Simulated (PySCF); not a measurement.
Cartesian coordinates in Å; atom numbers follow the order of the lines, from 1:
```xyz
18

C    -1.149    1.580    1.402
C    -1.614    1.000    0.302
C    -0.920   -0.020   -0.479
C    -1.561   -0.690   -1.440
C     0.504   -0.292   -0.190
C     0.871   -1.695    0.169
C     1.406    0.699   -0.250
C     2.775    0.515    0.004
N     3.896    0.385    0.213
H    -0.183    1.345    1.816
H    -1.729    2.313    1.936
H    -2.601    1.254   -0.062
H    -2.594   -0.492   -1.671
H    -1.075   -1.440   -2.041
H     0.525   -2.388   -0.597
H     1.946   -1.802    0.289
H     0.378   -1.971    1.102
H     1.116    1.707   -0.515
```

Geometry: GFN2-xTB; GIAO absolute shieldings from PySCF 2.14, gas phase, non-relativistic, averaged over equivalent atoms.

At HF/6-31G* (144 basis functions, 8.2 s wall time on 1 thread of an AMD EPYC 7R13, shared host):
```json
{"atoms": "C5", "σ (ppm)": "40.5"}
{"atoms": "C3", "σ (ppm)": "60.0"}
{"atoms": "C2", "σ (ppm)": "69.7"}
{"atoms": "C1", "σ (ppm)": "83.5"}
{"atoms": "C4", "σ (ppm)": "84.9"}
{"atoms": "C8", "σ (ppm)": "94.7"}
{"atoms": "C7", "σ (ppm)": "103.3"}
{"atoms": "C6", "σ (ppm)": "178.7"}
{"atoms": "N9", "σ (ppm)": "-24.6"}
{"atoms": "H12", "σ (ppm)": "26.32"}
{"atoms": "H10", "σ (ppm)": "27.28"}
{"atoms": "H11", "σ (ppm)": "27.44"}
{"atoms": "H13", "σ (ppm)": "27.54"}
{"atoms": "H14", "σ (ppm)": "27.72"}
{"atoms": "H18", "σ (ppm)": "27.76"}
{"atoms": "H15/H16/H17", "σ (ppm)": "30.56"}
```

Q: Estimate the result of repeating the calculation with WP04/def2-SVP.

A: 
| atoms | σ at WP04/def2-SVP | change |
| --- | --- | --- |
| C5 | 27.6 | -12.9 |
| C3 | 42.3 | -17.7 |
| C2 | 54.2 | -15.5 |
| C1 | 73.1 | -10.4 |
| C4 | 74.2 | -10.7 |
| C8 | 82.3 | -12.4 |
| C7 | 90.3 | -13.0 |
| C6 | 162.5 | -16.2 |
| N9 | -25.3 | -0.7 |
| H12 | 25.87 | -0.45 |
| H10 | 26.78 | -0.50 |
| H11 | 26.97 | -0.47 |
| H13 | 27.07 | -0.47 |
| H14 | 27.13 | -0.59 |
| H18 | 27.15 | -0.61 |
| H15/H16/H17 | 29.84 | -0.72 |

The largest change is at C3 (fully substituted alkene carbon). Cost: 171 basis functions, 23 s wall time on 1 thread of an AMD EPYC 7R13, shared host. The order of the carbon signals is the same at both levels.
